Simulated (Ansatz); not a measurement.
Species: dichloroborane, sum formula BHCl₂, net charge 0, singlet state. SMILES: ClBCl
Geometry from a B3LYP-D3(BJ)/def2-TZVP (Ansatz, a program for electronic structure) optimisation:
```xyz
4

B     -0.0163     0.7006    -0.0221
Cl     1.5184    -0.1227     0.0154
Cl    -1.5111    -0.1940    -0.0054
H     -0.0438     1.8813    -0.0594
```

Wanted: vertical electron affinity (to the doublet state of charge -1; a negative value means that the extra electron is unbound and the number depends on the basis; each state is the SCF solution reached for its spin), in eV. Cores are frozen in the correlated levels unless marked. Open shells are spin-unrestricted. No spin-orbit coupling. No relativistic terms. Anions need diffuse functions: aug- sets have them; def2-D sets add few. CBS(X,Y): correlation extrapolated as X^-3; Hartree-Fock from the larger set. The bracket is a focal-point correction in the basis named.

```
level                                                                      program  vertical electron affinity (eV)  minus last row
-------------------------------------------------------------------------  -------  -------------------------------  --------------
HF/aug-cc-pV(D+d)Z                                                          Ansatz                            -0.88            0.20
HF/aug-cc-pV(Q+d)Z                                                          Ansatz                            -0.87            0.21
PBE/def2-TZVPD                                                              Ansatz                            -0.12            0.96
PBE0/def2-TZVPD                                                             Ansatz                            -0.11            0.97
RI-MP2/aug-cc-pV(Q+d)Z                                                      Ansatz                            -0.76            0.32
RI-MP2/CBS(aug-cc-pV(T+d)Z,aug-cc-pV(Q+d)Z)                                 Ansatz                            -1.11           -0.03
SCS-MP2/aug-cc-pV(D+d)Z                                                     Ansatz                            -0.54            0.54
CCSD/aug-cc-pV(D+d)Z                                                        Ansatz                            -0.43            0.65
CCSD(T)/aug-cc-pV(D+d)Z                                                     Ansatz                            -0.42            0.66
RI-MP2/CBS(aug-cc-pV(T+d)Z,aug-cc-pV(Q+d)Z)+[CCSD(T)-MP2]/aug-cc-pV(T+d)Z   Ansatz                            -1.08            0.00
```
